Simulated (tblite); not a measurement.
Compound: C4H12FPSi2.
Numbering: `[CH2:1]=[CH:2][CH2:3][Si@@H:4]([PH2:5])[CH2:6][SiH2:7][F:8]` (hydrogens: H9, H10 on C1; H11 on C2; H12, H13 on C3; H14 on Si4; H15, H16 on P5; H17, H18 on C6; H19, H20 on Si7)

Computed with GFN2-xTB (tblite), gas phase: L-BFGS steps from a force-field or distance-geometry start until the largest atomic force falls under 0.01 eV/Å.

The end geometry, which sets the zero of energy:
```
atom  x, y, z in Å
C1      3.1666   -0.5944    0.3932
C2      1.9875   -0.6634    0.9863
C3      0.6979   -0.8709    0.2772
Si4    -0.2789    0.7785    0.1469
P5      0.8865    2.3715   -0.9412
C6     -1.9132    0.5141   -0.8045
Si7    -3.1867   -0.5820    0.0600
F8     -2.4678   -1.9878    0.3925
H9      3.2732   -0.7246   -0.6720
H10     4.0751   -0.4184    0.9433
H11     1.9119   -0.5265    2.0573
H12     0.0910   -1.6006    0.8114
H13     0.8841   -1.2608   -0.7251
H14    -0.5538    1.3076    1.4950
H15     2.0510    2.1597   -0.2296
H16     1.2980    1.5385   -1.9669
H17    -2.3555    1.4911   -0.9932
H18    -1.6859    0.0940   -1.7853
H19    -4.2974   -0.9484   -0.8075
H20    -3.5889   -0.0666    1.3592
```

Question: These geometries come from the run, each turned onto the end geometry. Order them by energy, lowest first.
A.
```
atom  x, y, z in Å
C1      3.1848   -0.6355    0.4151
C2      1.9944   -0.6640    0.9888
C3      0.7104   -0.8686    0.2675
Si4    -0.2764    0.7744    0.1303
P5      0.8417    2.4011   -0.9632
C6     -1.9159    0.5055   -0.8114
Si7    -3.1871   -0.5819    0.0667
F8     -2.4813   -2.0021    0.3651
H9      3.3080   -0.7917   -0.6448
H10     4.0874   -0.4670    0.9775
H11     1.9050   -0.5053    2.0557
H12     0.0987   -1.5954    0.8012
H13     0.9035   -1.2641   -0.7312
H14    -0.5569    1.2988    1.4789
H15     2.0077    2.2553   -0.2371
H16     1.3031    1.5790   -1.9764
H17    -2.3555    1.4845   -0.9957
H18    -1.7022    0.0825   -1.7937
H19    -4.3251   -0.9182   -0.7776
H20    -3.5494   -0.0767    1.3815
```
B.
```
atom  x, y, z in Å
C1      3.2021   -0.7241    0.4473
C2      1.9924   -0.6171    0.9709
C3      0.7193   -0.8133    0.2214
Si4    -0.3294    0.7957    0.1117
P5      0.7916    2.4491   -0.9288
C6     -1.9240    0.4843   -0.8810
Si7    -3.1403   -0.5725    0.0957
F8     -2.4129   -1.9982    0.3099
H9      3.3540   -0.9788   -0.5910
H10     4.0940   -0.5815    1.0369
H11     1.8781   -0.3545    2.0152
H12     0.1429   -1.5985    0.7123
H13     0.9479   -1.1518   -0.7924
H14    -0.6994    1.2581    1.4645
H15     1.9182    2.2541   -0.1534
H16     1.2737    1.6009   -1.9123
H17    -2.3932    1.4336   -1.1116
H18    -1.7068    0.0222   -1.8391
H19    -4.3783   -0.8409   -0.6241
H20    -3.3354   -0.0562    1.4447
```
C.
```
atom  x, y, z in Å
C1      3.2050   -0.7275    0.4467
C2      1.9952   -0.5916    0.9717
C3      0.7172   -0.8028    0.2263
Si4    -0.3672    0.7628    0.1220
P5      0.7752    2.3793   -0.9084
C6     -1.9414    0.4847   -0.9094
Si7    -3.1045   -0.5879    0.1166
F8     -2.3681   -2.0173    0.2959
H9      3.3565   -0.9805   -0.5906
H10     4.0903   -0.5937    1.0481
H11     1.9011   -0.3560    2.0227
H12     0.1518   -1.5948    0.7019
H13     0.9211   -1.1264   -0.7995
H14    -0.7128    1.2507    1.4608
H15     1.9131    2.2682   -0.1279
H16     1.2605    1.5935   -1.9461
H17    -2.4160    1.4371   -1.1029
H18    -1.7037    0.0125   -1.8536
H19    -4.3342   -0.7808   -0.6092
H20    -3.3443   -0.0191    1.4317
```
D.
```
atom  x, y, z in Å
C1      3.1970   -0.7119    0.4480
C2      1.9869   -0.6205    0.9696
C3      0.7228   -0.8221    0.2129
Si4    -0.3120    0.7909    0.1045
P5      0.8153    2.4495   -0.9204
C6     -1.9303    0.4874   -0.8634
Si7    -3.1666   -0.5762    0.0945
F8     -2.4687   -2.0161    0.3129
H9      3.3438   -0.9750   -0.5859
H10     4.0915   -0.5604    1.0275
H11     1.8717   -0.3640    2.0136
H12     0.1141   -1.5739    0.7147
H13     0.9536   -1.1836   -0.7917
H14    -0.6420    1.2769    1.4594
H15     1.9580    2.2806   -0.1594
H16     1.2939    1.6340   -1.9323
H17    -2.3688    1.4527   -1.1093
H18    -1.6989    0.0150   -1.8175
H19    -4.3914   -0.8893   -0.6295
H20    -3.3755   -0.0833    1.4489
```
E.
```
atom  x, y, z in Å
C1      3.1911   -0.7009    0.4415
C2      1.9826   -0.6295    0.9706
C3      0.7162   -0.8367    0.2201
Si4    -0.2903    0.7941    0.0974
P5      0.8317    2.4551   -0.9308
C6     -1.9257    0.4760   -0.8367
Si7    -3.1765   -0.5882    0.0975
F8     -2.4851   -2.0280    0.3243
H9      3.3396   -0.9509   -0.5971
H10     4.0807   -0.5295    1.0235
H11     1.8618   -0.3829    2.0181
H12     0.1029   -1.5794    0.7313
H13     0.9339   -1.2172   -0.7796
H14    -0.5777    1.2969    1.4546
H15     1.9777    2.2846   -0.1780
H16     1.3285    1.6734   -1.9581
H17    -2.3793    1.4373   -1.0720
H18    -1.7006    0.0073   -1.7958
H19    -4.3778   -0.8748   -0.6738
H20    -3.4392   -0.0960    1.4400
```

Answer: A (0.002 eV), E (0.008 eV), D (0.017 eV), B (0.037 eV), C (0.117 eV).

In the order of the answer:

```
step  E above end (eV)  largest force (eV/Å)  rms force component (eV/Å)  rms distance from end (Å)  rms bond change (Å)  bond most changed (Å)
  52             0.002                  0.04                       0.009                      0.043                0.001          Si4–P5 +0.003
  30             0.008                  0.04                       0.011                      0.119                0.001         Si4–H14 +0.002
  16             0.017                  0.07                       0.028                      0.138                0.001         Si4–H14 +0.003
   8             0.037                  0.18                       0.058                      0.152                0.003          C6–Si7 -0.005
   2             0.117                  0.64                       0.165                      0.163                0.009          Si4–P5 -0.022
```

What follows is the cost of the whole relaxation. The run took 2.4 s wall on Intel Xeon at 2.50 GHz, one thread, shared host with 64 logical CPUs at a one-minute load of 63.
